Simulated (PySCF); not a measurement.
Stretching Hg₂⁺

Set-up: Hg def2-SVPD with ECP60; scalar-relativistic core potentials (PySCF 2.14). Energies in eV from Hg⁺ + Hg in their ground configurations at the same level. State: ²Σu⁺ (doublet), unpaired electrons σ ↑.

All columns are PBE.

```tsv
R (Å)	E (eV)	HOMO (eV)	LUMO (eV)	Mayer bond order	⟨S²⟩
2.462	-1.226	-11.63	-11.03	0.84	0.75
2.577	-1.515	-11.71	-11.15	0.80	0.75
2.691	-1.662	-11.79	-11.26	0.76	0.75
2.777	-1.713	-11.85	-11.34	0.73	0.75
2.863	-1.730	-11.90	-11.41	0.70	0.75
2.949	-1.725	-11.95	-11.47	0.68	0.75
3.063	-1.695	-12.01	-11.55	0.65	0.75
3.207	-1.639	-12.08	-11.63	0.62	0.75
3.378	-1.563	-12.14	-11.71	0.59	0.75
3.607	-1.467	-12.20	-11.78	0.56	0.75
```

Spin–orbit coupling is left out. The state was picked by a PBE0 search and need not be the measured ground state.
